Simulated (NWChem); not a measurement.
System meant: MoO$_{2}$ClF; SMILES [O]=[Mo](=[O])([F])[Cl]

Here is an NWChem input.

```
start job
memory heap 200 mb stack 900 mb global 1100 mb
geometry units angstroms noautoz
  Mo     0.030233     0.242815     0.000000
  O      0.899333     0.728778    -1.327802
  O      0.899333     0.728778     1.327802
  F     -1.621762     1.044756     0.000000
  Cl    -0.130526    -2.009446     0.000000
end
basis spherical
  * library def2-svp
end
dft
  xc b3lyp
  iterations 150
  mulliken
end
task dft energy
```

End of the output:

```
             Northwest Computational Chemistry Package (NWChem) 7.3.0
             --------------------------------------------------------

 CS  symmetry detected

                             Geometry "geometry" -> ""
                             -------------------------

 Output coordinates in angstroms (scale by  1.889725989 to convert to a.u.)

  No.       Tag          Charge          X              Y              Z
 ---- ---------------- ---------- -------------- -------------- --------------
    1 Mo                  42.0000     0.04757245     0.27673626     0.00000000
    2 O                    8.0000     0.92288177     0.75142399    -1.32780200
    3 O                    8.0000     0.92288177     0.75142399     1.32780200
    4 F                    9.0000    -1.59391800     1.09996523     0.00000000
    5 Cl                  17.0000    -0.14228760    -1.97325846     0.00000000

 Effective nuclear repulsion energy (a.u.)     598.4771357784

      Symmetry information
      --------------------

 Group name             Cs
 Group number              2
 Group order               2
 No. of unique centers     4

                                 NWChem DFT Module
                                 -----------------

 Summary of "ao basis" -> "ao basis" (spherical)
 ------------------------------------------------------------------------------
       Tag                 Description            Shells   Functions and Types
 ---------------- ------------------------------  ------  ---------------------
 Mo                         def2-svp                11       31   5s3p2d1f
 O                          def2-svp                 6       14   3s2p1d
 F                          def2-svp                 6       14   3s2p1d
 Cl                         def2-svp                 8       18   4s3p1d

      Symmetry analysis of basis
      --------------------------

        a'         58
        a"         33

            General Information
            -------------------
          SCF calculation type: DFT
          Wavefunction type:  closed shell.
          No. of atoms     :     5
          No. of electrons :    84
           Alpha electrons :    42
            Beta electrons :    42
          Charge           :     0
          Spin multiplicity:     1
          Use of symmetry is: on ; symmetry adaption is: on
          Maximum number of iterations: 150
          AO basis - number of functions:    91
                     number of shells:    37
          Convergence on energy requested:  1.00D-06
          Convergence on density requested:  1.00D-05
          Convergence on gradient requested:  5.00D-04

              XC Information
              --------------
                         B3LYP Method XC Potential
                     Hartree-Fock (Exact) Exchange  0.200
                        Slater Exchange Functional  0.800 local
                    Becke 1988 Exchange Functional  0.720 non-local
              Lee-Yang-Parr Correlation Functional  0.810
                  VWN I RPA Correlation Functional  0.190 local

             Grid Information
             ----------------
          Grid used for XC integration:  medium
          Radial quadrature: Mura-Knowles
          Angular quadrature: Lebedev.
          Tag              B.-S. Rad. Rad. Pts. Rad. Cut. Ang. Pts.
          ---              ---------- --------- --------- ---------
          Mo                  1.45      123           8.0       590
          O                   0.60       49           8.0       434
          F                   0.50       49           9.0       434
          Cl                  1.00       88           9.0       590
          Grid pruning is: on
          Number of quadrature shells:   309
          Spatial weights used:  Erf1

      Superposition of Atomic Density Guess
      -------------------------------------

 Sum of atomic energies:       -1492.32517552

      Non-variational initial energy
      ------------------------------

 Total energy =   -1499.514058
 1-e energy   =   -3212.541605
 2-e energy   =    1114.550411
 HOMO         =      -1.732787
 LUMO         =      -1.440802

      Symmetry analysis of molecular orbitals - initial
      -------------------------------------------------

  Numbering of irreducible representations:

     1 a'          2 a"

  Orbital symmetries:

     1 a'          2 a'          3 a'          4 a"          5 a'
     6 a'          7 a"          8 a'          9 a'         10 a"
    11 a'         12 a'         13 a'         14 a'         15 a"
    16 a'         17 a"         18 a'         19 a'         20 a'
    21 a"         22 a'         23 a"         24 a"         25 a'
    26 a'         27 a"         28 a'         29 a'         30 a'
    31 a'         32 a"         33 a'         34 a"         35 a'
    36 a"         37 a'         38 a"         39 a'         40 a"
    41 a'         42 a'         43 a'         44 a"         45 a'
    46 a'         47 a"         48 a'         49 a'         50 a"
    51 a'         52 a'

     ---------------------------------------------
      Total Density - Mulliken Population Analysis
     ---------------------------------------------

    Atom       Charge   Shell Charges
 -----------   ------   -------------------------------------------------------
    1 Mo  42    44.50   2.01  2.06  2.17  0.29 -0.09  6.06  7.67 -0.47 10.53 -0.02 14.29
    2 O    8     9.41   1.99  1.14  0.66  4.10  1.40  0.13
    3 O    8     9.41   1.99  1.14  0.66  4.10  1.40  0.13
    4 F    9     9.44   1.99  1.13  0.76  3.62  1.89  0.06
    5 Cl  17    11.23   2.00  1.99  0.64  0.54  5.90  0.32 -0.18  0.02

   convergence    iter        energy       DeltaE   RMS-Dens  Diis-err
 ---------------- ----- ----------------- --------- --------- ---------
 d= 0,ls=0.0,diis     1  -1535.2993709046 -2.13D+03  3.20D-01  5.14D+01
 d= 0,ls=0.0,diis     2  -1435.2767301982  1.00D+02  2.24D-01  2.96D+02
 d= 0,ls=0.0,diis     3  -1543.0460186302 -1.08D+02  1.34D-01  1.32D+01
 d= 0,ls=0.0,diis     4  -1538.2055769625  4.84D+00  1.14D-01  5.29D+01
 d= 0,ls=0.0,diis     5  -1544.3406042388 -6.14D+00  3.49D-02  8.10D-01
 d= 0,ls=0.0,diis     6  -1544.4080494615 -6.74D-02  1.20D-02  4.14D-01
  Resetting Diis
 d= 0,ls=0.0,diis     7  -1544.4563039899 -4.83D-02  2.65D-03  1.68D-02
 d= 0,ls=0.0,diis     8  -1544.4576293546 -1.33D-03  3.16D-03  1.36D-03
 d= 0,ls=0.0,diis     9  -1544.4569003759  7.29D-04  2.18D-03  5.93D-03
 d= 0,ls=0.0,diis    10  -1544.4577831952 -8.83D-04  4.42D-04  6.31D-04
 d= 0,ls=0.0,diis    11  -1544.4578437973 -6.06D-05  1.03D-04  4.56D-05
 d= 0,ls=0.0,diis    12  -1544.4578474819 -3.68D-06  3.65D-05  4.63D-06
 d= 0,ls=0.0,diis    13  -1544.4578479490 -4.67D-07  6.57D-06  3.82D-08

         Total DFT energy =    -1544.457847948985
      One electron energy =    -3442.460090364737
           Coulomb energy =     1385.464272305655
    Exchange-Corr. energy =      -85.939165668265
 Nuclear repulsion energy =      598.477135778361

[...]
```

### Question
Can this run be used? If not, why, and what is the fix?

### Answer
The run ends normally but its numbers are meaningless: the def2 basis of a heavy element holds valence functions alone and wants its effective core potential (without it all electrons must fit into that basis). This input runs:
```
start job
memory heap 200 mb stack 900 mb global 1100 mb
geometry units angstroms noautoz
  Mo     0.030233     0.242815     0.000000
  O      0.899333     0.728778    -1.327802
  O      0.899333     0.728778     1.327802
  F     -1.621762     1.044756     0.000000
  Cl    -0.130526    -2.009446     0.000000
end
basis spherical
  Mo library def2-svp
  O library def2-svp
  F library def2-svp
  Cl library def2-svp
end
ecp
  Mo library def2-ecp
end
dft
  xc b3lyp
  iterations 150
  mulliken
end
task dft energy
```
It converges to -778.56926 Ha (B3LYP/def2-SVP with def2 effective core potentials on Mo). The faulty run gave -1544.458 Ha, with all electrons squeezed into the valence basis.
